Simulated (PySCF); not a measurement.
Computed shifts of a molecule C₂H₅BF₂O, PBE/pcSseg-1 in PySCF, GIAO, gas phase, atoms alike by connectivity averaged where their shifts nearly agree, in ppm (number of nuclei): ¹⁹F: -155.0 (1), -160.6 (1). ¹³C: 68.7 (1), 21.5 (1). ¹H: 4.51 (1), 4.18 (1), 1.53 (3). References: ¹¹B against BF3 (σ = 83.9 ppm); ¹⁹F against CFCl3 (σ = 133.6 ppm); ¹⁷O against H2O (σ = 334.3 ppm); ¹³C against TMS (σ = 182.0 ppm); ¹H against TMS (σ = 31.49 ppm), references at their B3LYP-D3(BJ)/def2-TZVP geometries, non-relativistic. Geometry: TPSSh-D3(BJ)/def2-SVP. Other conformers were not sampled.

Problem. Identify the compound among the candidates.
(A) CB(O)C(F)F
(B) CCOB(F)F
(C) COB(F)CF
(D) OCCB(F)F

Solution. B, CCOB(F)F
